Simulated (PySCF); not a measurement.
**Two-component Hartree-Fock for Sc+ (scandium, charge +1)**

Start: [Ar] 3d1 4s1; 3d5/2 filled at m_j = +5/2; 4s1/2 filled at m_j = +1/2. Calculated with PySCF 2.14 in x2c-TZVPall-2c with one added diffuse shell each of s, p, d type (7s8p5d1f, 63 functions): generalised Hartree-Fock with the X2C-1e Hamiltonian and a Gaussian nucleus; one run each with spin-orbit coupling (SO) switched off, then screened by Boettger's factors. This is a chosen level, not necessarily the ground level.

```csv
spinor shell,electrons,"ε, spin-free (eV)","ε, screened SO (eV)",weight of nominal j (screened SO),"rms radius, screened SO (bohr)"
1s1/2,2,-4546.4,-4546.3,1.000,0.0844
2s1/2,2,-530.99,-530.99,1.000,0.370
2p1/2,2,-433.67,-436.81,0.998,0.338
2p3/2,4,-433.67,-432.14,0.999,0.341
3s1/2,2,-77.346,-77.351,1.000,1.15
3p3/2,4,-49.730,-50.010,0.872,1.27
3p1/2,2,-49.730,-49.192,0.744,1.26
3d5/2,1,-16.207,-16.195,1.000,1.86
4s1/2,1,-12.302,-12.303,1.000,3.69
```

| quantity | spin-free | screened SO |
| --- | --- | --- |
| E (hartree) | -763.07451 | -763.07882 |
| M_J | 3 | 3 |
| ⟨J²⟩ | 12.006 | 12.006 |
| ⟨L²⟩ | 6.005 | 6.005 |
| ⟨S²⟩ | 2.001 | 2.001 |

Each row is a mean over spinors that exchange with the open shell spreads, by up to 4.334 eV (3p3/2).

Rows whose weight is well below 1 are mixtures of j = l ± 1/2: exchange outweighs spin-orbit coupling there, and the label is only the starting occupation.

Without spin-orbit coupling the j labels of p, d and f shells carry no meaning; the spin-free column gives the mean over the occupied spinors of each nl shell.
